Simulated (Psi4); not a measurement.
sodium chloride (ClNa), singlet, geometry from GFN2-xTB (such geometries of metal compounds can be far from the true shape). Base run: TPSS/def2-SVP (Psi4 1.11).

Input for Psi4:
```
memory 2 GB

molecule {
0 1
Na   -0.00000000   -0.00000000   -1.36328114
Cl    0.00000000    0.00000000    0.88212309
}

set {
  basis def2-svp
}

energy('tpss')
print_variables()
```

The base run was repeated with changes; each row names its change, and settings that it needs were set with it.

| change | E (Eh) | dipole (D) |
|---|---|---|
| base | -622.38701 | 7.69 |
| functional = blyp | -622.34569 | 7.19 |
| functional = hf (with energy('scf')) | -621.22019 | 8.48 |
| functional = pw6b95 | -622.87846 | 7.79 |
| functional = mn15 | -622.12286 | 8.07 |
| functional = bp86 | -622.39968 | 7.59 |
| functional = m11 | -622.33491 | 8.13 |
| functional = bhhlyp | -622.34707 | 8.01 |
| functional = revpbe | -622.22408 | 7.49 |
| functional = b3lyp5 | -622.27286 | 7.61 |
| functional = wb97m-v | -622.31808 | 7.83 |
| functional = pbe | -622.04370 | 7.43 |
| functional = hse06 | -622.13124 | 7.88 |

Total energies compare only within one method and basis.
